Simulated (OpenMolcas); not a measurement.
Mo²⁺: effect of the basis set

```json
{
 "Program": "OpenMolcas 26.06",
 "Method": "SS-CASPT2, IPEA 0.25 Eh, imaginary shift 0.1 Eh (closed shells correlated: 4s 4p)",
 "Active space": "4 electrons in 5 orbitals (4d)",
 "State averaging": "2S+1 = 5 even, 5 roots; 2S+1 = 3 even, 45 roots; 2S+1 = 1 even, 50 roots",
 "Spin-orbit coupling": "state interaction with AMFI integrals over the reference wave functions, term energies averaged over their components"
}
```

A. ANO-R1 [6s4p3d1f], X2C, finite nucleus; CASPT2 step of the order of 9 core-seconds
B. ANO-RCC-VDZP [6s5p3d1f], DKH2, point nucleus; CASPT2 step roughly 13 core-seconds
C. ANO-R2 [7s5p4d2f1g], X2C, finite nucleus; CASPT2 step of the order of 28 core-seconds
D. ANO-RCC-VTZP [7s6p4d2f1g], DKH2, point nucleus; CASPT2 step of the order of 22 core-seconds
E. ANO-R3 [8s6p5d3f2g1h], X2C, finite nucleus; CASPT2 step of the order of 40 core-seconds
F. ANO-RCC-VQZP [8s7p5d3f2g1h], DKH2, point nucleus; CASPT2 step about 90 core-seconds

Energies in cm⁻¹ above 4d⁴ ⁵D₀, the measured ground level; measured values from Sugar and Musgrove, J. Phys. Chem. Ref. Data 17, 155 (1988).

```
     Level      A      B      C      D      E      F  Measured
   4d⁴ ⁵D₀    0.0    0.0    0.0    0.0    0.0    0.0       0.0
   4d⁴ ⁵D₁    237    247    240    235    236    241       242
   4d⁴ ⁵D₂    662    686    664    654    654    665       668
   4d⁴ ⁵D₃   1222   1260   1219   1203   1199   1217      1224
   4d⁴ ⁵D₄   1881   1930   1866   1845   1833   1859      1872
4d⁴ ³P₀(1)  12960  12430  11960  12190  11710  11680     11149
4d⁴ ³P₁(1)  14240  13730  13200  13420  12930  12920     12510
   4d⁴ ³H₄  14570  14280  13520  13690  13080  13060     12680
   4d⁴ ³H₅  15140  14880  14080  14240  13630  13610     13276
   4d⁴ ³H₆  15660  15410  14590  14740  14120  14110     13811
4d⁴ ³F₃(1)  15890  15560  14920  15070  14540  14520     13948
4d⁴ ³F₂(1)  15900  15560  14940  15080  14560  14550     13929
4d⁴ ³P₂(1)  16130  15650  15070  15280  14770  14790     14358
4d⁴ ³F₄(1)  16190  15880  15230  15370  14840  14830     14296
   4d⁴ ³G₃  17930  17600  16850  17010  16460  16430     15871
   4d⁴ ³G₄  18350  18020  17260  17430  16860  16840     16283
   4d⁴ ³G₅  18760  18450  17640  17800  17240  17220     16714
   4d⁴ ³D₃  21780  21280  20500  20760  20240  20200     19488
   4d⁴ ³D₂  21920  21410  20610  20880  20350  20310     19577
   4d⁴ ³D₁  22190  21700  20920  21180  20660  20620          
   4d⁴ ¹I₆  22510  22150  20970  21220  20310  20320     20290
4d⁴ ¹G₄(1)  22810  22390  21870  22160  21330  21450     20612
4d⁴ ¹S₀(1)  24580  24060  24050  24310  23710  23700     22990
4d⁴ ¹D₂(1)  26940  26160  24740  25090  24270  24270     22806
```

Deviations, from unrounded energies. A percentage is the sum of absolute deviations over the sum of measured energies, with the sign that they share, or ± where signs differ.

```
                        Against measurement  Levels      A      B     C     D     E     F
             mean absolute deviation (cm-1)      22   1700   1400   790   960   480   470
      fine structure of the ground term (%)       4   ±0.5   +2.9  -0.4  -1.8  -2.1  -0.6
other terms of the ground configuration (%)      18  +12.8  +10.3  +5.9  +7.2  +3.5  +3.5
```

E, F lie about equally close to measurement and A furthest from it. The largest miss of F in the table is 4d⁴ ¹D₂(1), by +1500 cm-1. The ranking rests on the paired levels alone, and a cruder setting can come out closer through cancelling errors.

The two smallest mean deviations differ by little beside CASPT2's spread within terms, so their order carries little weight.

Among A to F the level of the table that moves most is 4d⁴ ¹D₂(1), by 2700 cm-1 (lowest in F, highest in A). Moves below CASPT2's spread within the term are not significant.

CASPT2 breaks the degeneracy within a term, and the mean is taken; among the terms shown or strongly mixed into the levels shown the widest spread is 380 cm-1 (4d⁴ ¹G(1), C). Levels of configurations with an s electron are missing; early in the row they begin among the upper levels of the d shell and mix with terms of their name. Some levels mix across a computed gap that differs much from the measured one, so their mixing is not that of the real levels (holds for A; B; D). The CASPT2 spread within a term exceeds the gap to the next term for 4d⁴ ¹G(1) and 4d⁴ ¹I, so the order of their levels is uncertain (holds for A; B). Some terms miss by over 15 % even with CASPT2, which points to a basis or an active space too small for the shells correlated (holds for A). Measured partners are found by configuration, term and J. A level has none where our copy of the source lacks it or the pairing is in doubt (some pairs that miss far off the trend of their configuration count as doubtful), and it then counts in no deviation. Only configurations of the active space appear. The table leaves out levels that lie high or whose names do not pair safely across all columns.

A number in round brackets counts repeated terms of one configuration in the order of the reference energies.
